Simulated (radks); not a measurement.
Results of a calculation; reference values are marked as such.
Ionisation of neutral gadolinium, [Xe] 4f7 5d1 6s2, to Gd+, [Xe] 4f7 5d1 6s1, under several functionals. Scalar-relativistic Kohn-Sham, spin-polarised, spherical densities, finite nucleus; open shells are filled with parallel spins first (spin-orbit coupling, left out, can overturn this in heavy ions); a radial shooting solver on a logarithmic mesh with Libxc functionals.

| functional | E(Gd) (hartree) | Exc (hartree) | IE (eV) | -e(HOMO) (eV) | <r> HOMO (bohr) | IE error (eV) |
|---|---|---|---|---|---|---|
| XLYP | -11272.1964 | -250.4986 | 6.141 | 2.753 | 2.756 | -0.009 |
| r2SCAN | -11271.8965 | -249.5118 | 5.623 | 3.028 | 2.705 | -0.527 |
| RPBE | -11271.0340 | -249.3450 | 5.943 | 2.923 | 2.743 | -0.207 |
| PBE | -11270.6185 | -248.9256 | 5.994 | 2.955 | 2.741 | -0.155 |
| MS2 meta-GGA | -11270.3042 | -248.2819 | 5.707 | 3.078 | 2.717 | -0.443 |
| SOGGA | -11266.2887 | -244.5766 | 5.837 | 2.917 | 2.734 | -0.313 |
| BLYP | -11271.4318 | -249.7309 | 6.082 | 2.736 | 2.753 | -0.068 |

NIST Atomic Spectra Database: 6.150 eV (measured). Closest: XLYP. The Delta-SCF values span 0.52 eV, the total energies 5.91 hartree. The highest occupied level is 5d. Open shells are spherical and high-spin; term and fine-structure splittings are not resolved. Spin-orbit splitting is averaged out at the scalar-relativistic level.
